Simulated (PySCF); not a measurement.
**MoS(OH)₂, triplet: structure and spectrum**

Computed with UPBE0/[Mo def2-SVP with ECP28, S def2-SVP, O def2-SVP, H def2-SVP], scalar-relativistic core potentials, density fitting, no spin–orbit coupling, PySCF.

The structure is a minimum.

Z-matrix (Å, degrees; charge 0 multiplicity 3):
```
Mo
S  1 2.1147
O  1 1.8785 2 121.00
O  1 1.8785 2 121.00 3 160.34
H  3 0.9651 1 126.59 2 48.59
H  4 0.9651 1 126.59 2 -48.59
```

```json
{
  "Point group": "Cs",
  "Bond lengths": "Mo–O 1.878 Å (×2), Mo–S 2.115 Å, O–H 0.965 Å (×2)",
  "Bond angles": "H–O–Mo 126.6° (×2), O–Mo–O 115.2°, O–Mo–S 121.0° (×2)",
  "Enthalpy at 298.15 K above 0 K": "19.52 kJ/mol",
  "Heat capacity Cp at 298.15 K": "91.4 J/(mol K)",
  "Atomisation energy without zero-point energy": "2084 kJ/mol",
  "Zero-point energy": "71.3 kJ/mol",
  "Rotational constants": "0.1808, 0.0989, 0.06526 cm⁻¹",
  "Entropy at 298.15 K and 1 bar (electronic part: spin only)": "353.8 J/(mol K)",
  "Highest occupied level (α)": "-6.17 eV",
  "Lowest empty level (α)": "-2.97 eV",
  "Spin squared ⟨S²⟩": "2.053",
  "Dipole moment": "2.11 D",
  "Principal polarisabilities": "44.0, 57.1, 74.2 bohr³",
  "Rotational symmetry number": "1",
  "Principal quadrupole moments (Buckingham, traceless) about the centre of mass": "-10.84, 4.99, 5.84 D Å"
}
```

Harmonic modes (masses in u: Mo 97.905, S 31.972, O 15.995, H 1.008):
```json
{"symmetry": "a''", "ω (cm⁻¹)": "81", "IR (km/mol)": "73.0", "μ (u)": "5.88"}
{"symmetry": "a'", "ω (cm⁻¹)": "111", "IR (km/mol)": "2.5", "μ (u)": "7.81"}
{"symmetry": "a'", "ω (cm⁻¹)": "185", "IR (km/mol)": "1.5", "μ (u)": "7.44"}
{"symmetry": "a''", "ω (cm⁻¹)": "231", "IR (km/mol)": "87.6", "μ (u)": "1.18"}
{"symmetry": "a'", "ω (cm⁻¹)": "353", "IR (km/mol)": "183", "μ (u)": "1.09"}
{"symmetry": "a'", "ω (cm⁻¹)": "554", "IR (km/mol)": "8.5", "μ (u)": "18.95"}
{"symmetry": "a''", "ω (cm⁻¹)": "568", "IR (km/mol)": "245", "μ (u)": "1.39"}
{"symmetry": "a'", "ω (cm⁻¹)": "637", "IR (km/mol)": "194", "μ (u)": "1.22"}
{"symmetry": "a'", "ω (cm⁻¹)": "712", "IR (km/mol)": "109", "μ (u)": "8.20"}
{"symmetry": "a''", "ω (cm⁻¹)": "724", "IR (km/mol)": "91.0", "μ (u)": "4.35"}
{"symmetry": "a''", "ω (cm⁻¹)": "3878", "IR (km/mol)": "253", "μ (u)": "1.07"}
{"symmetry": "a'", "ω (cm⁻¹)": "3881", "IR (km/mol)": "127", "μ (u)": "1.07"}
```

Charges (e):
```
atom  Mulliken  Löwdin  polar tensor  spin (Mulliken)  Mayer order to Mo1
 Mo1      0.67   -0.16          1.64             2.22                   –
  S2     -0.19    0.23         -0.54            -0.25                2.35
O3,4     -0.47   -0.15         -0.90             0.01                1.13
H5,6      0.23    0.11          0.35             0.01                0.03
```
Other Mayer orders above 0.3: O–H 0.93 (×2).

Mulliken populations on Mo1 (electrons outside its core potential): s 2.45, p 6.52, d 4.32, f 0.05.

This need not be the most stable arrangement of these atoms. Other spin states or occupations of the open shell can lie lower.

The final relaxation and frequency run took 3.8 min on 2 threads of a shared Arm Neoverse N1 host, with 87 basis functions and 22 gradients; the process peaked at 1.4 GiB.
